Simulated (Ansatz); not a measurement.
Consider the germylene loss: `[Cl][Al]([Cl])[GeH3]` → `[Cl][AlH][Cl]` + `[GeH2]`.

Gas-phase electronic energies from Ansatz, PBE0-D4/def2-TZVP geometries. CCSD(T)/CBS adds triple-zeta CCSD(T) − MP2 to the extrapolated MP2 energy (def2 sets, frozen cores). This one scheme is used for every species. DFT in def2-TZVPP. HSE06 is defined as in plane-wave codes. For Ge outer-core shells are correlated without core-valence functions, which leaves a few kJ/mol of doubt a bond. Scalar relativity is left out up to krypton.

```
             level  ΔE (kcal/mol)  difference from CCSD(T)/CBS
           BLYP-D4           42.5                         -6.3
        r2SCANh-D4           52.5                          3.7
        r2SCAN0-D4           52.8                          4.0
          HSE06-D4           51.8                          3.0
          BHLYP-D4           47.1                         -1.7
      CAM-B3LYP-D4           46.9                         -1.9
           ωB97X-V           49.3                          0.5
            B2PLYP           46.1                         -2.7
           r2SCAN0           52.2                          3.4
             HSE06           50.3                          1.5
  CCSD(T)/def2-SVP           46.3                         -2.5
SCS-MP2/def2-TZVPP           48.4                         -0.4
CCSD(T)/def2-TZVPP           49.4                          0.6
    MP2/def2-QZVPP           51.9                          3.1
SCS-MP2/def2-QZVPP           48.0                         -0.8
      HF/CBS(def2)           39.6                         -9.2
       CCSD(T)/CBS           48.8                            0
```

Largest T1 diagnostic among the species: 0.012.

From PBE to PBE0 (25 % exact exchange), in def2-TZVPP and without D4, ΔE moves by +1.8 kcal/mol. At CCSD(T), def2-SVP lies −2.5 kcal/mol from the extrapolated value and def2-TZVPP +0.6 kcal/mol. Leaving LDA and LC-ωPBE aside and taking each functional with its dispersion term where it has one, the values, not all of them listed here, spread over 10.7 kcal/mol, from BLYP-D4 to PBE-QIDH. LDA lies +10.0 kcal/mol from PBE without D4.
